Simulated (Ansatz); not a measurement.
`[OH][Ga][O][SiH3]`, charge 0, multiplicity 2.

Question: Give a relaxed structure at PBE0-D4/def2-TZVP (the Gaussian-basis code of Ansatz). (Best estimate.)

Answer: Ansatz gave: 
Cartesian coordinates in Å:
```
O -0.3553 -2.9845 0.8209
Ga -0.8586 -1.5758 -0.1699
O 0.0831 -0.0703 0.1012
Si 0.1635 1.4783 -0.4163
H 0.3837 -2.7535 1.3942
H -0.2633 2.4021 0.6685
H 1.5632 1.8001 -0.8004
H -0.7164 1.7038 -1.5981
```
